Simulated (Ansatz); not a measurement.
`[SiH3]N[SiH2][SiH2]Cl` + H₂ → `[SiH3]N[SiH3]` + `[SiH3]Cl` at 500 K and 1 bar (hydrogenolysis of the Si–Si bond).

Computed with Ansatz on PBE0-D4/def2-TZVP structures; ΔE is electronic, products minus reactants. CCSD(T)/CBS adds triple-zeta CCSD(T) − MP2 to the extrapolated MP2 energy (def2 sets, frozen cores). This one scheme is used for every species. One conformer a species, not always the lowest.

```csv
species,CCSD(T)/CBS energy (Eh),H − E (kJ/mol),S (J/(mol·K))
`[SiH3]N[SiH2][SiH2]Cl`,-1386.61761,266.1,498.9
H₂,-1.17544,41.0,145.5
`[SiH3]N[SiH3]`,-637.10515,216.0,394.7
`[SiH3]Cl`,-750.69636,92.3,281.7
```

H − E and S are ideal-gas, rigid-rotor, harmonic terms from PBE0-D4/def2-TZVP, for one conformer and one mirror image of each species. The MP2-based limit puts H₂ 0.8 mEh under its directly extrapolated value; such offsets cancel only in part. 1 Eh = 2625.50 kJ/mol, R = 8.31446 J/(mol·K).

Question: By hand: ΔE, ΔH, ΔS and ΔG.

Answer: ΔE = (-637.10515) + (-750.69636) − (-1386.61761) − (-1.17544) = -0.00846 Eh = -22.2 kJ/mol. Δ(H − E) = 216.0 + 92.3 − 266.1 − 41.0 = 1.2, so ΔH = -21.0 kJ/mol. ΔS = 394.7 + 281.7 − 498.9 − 145.5 = 32.0 J/(mol·K). ΔG = -21.0 − 500 × (32.0)/1000 = -37.0 kJ/mol.

Question: By hand: the equilibrium constant, and the temperature at which ΔG would vanish if ΔH and ΔS stayed fixed.

Answer: log₁₀ K = −ΔG/(RT ln 10) = 3.9. ΔH and −TΔS have one sign here, so there is no such temperature.

TΔS isn't small against ΔH here. A doubt of 5 kJ/mol in ΔE shifts log₁₀ K by 0.5 here. Other conformers and mirror images would add mixing entropy, several J/(mol·K) or more a flexible species. Modes under 60 cm⁻¹, often nearly free rotors, make the harmonic entropy too high. These are equilibria of isolated gas molecules and say nothing of rates. Largest T1 diagnostic: 0.011 (customary marks: 0.02 for closed shells, 0.045 for open ones).
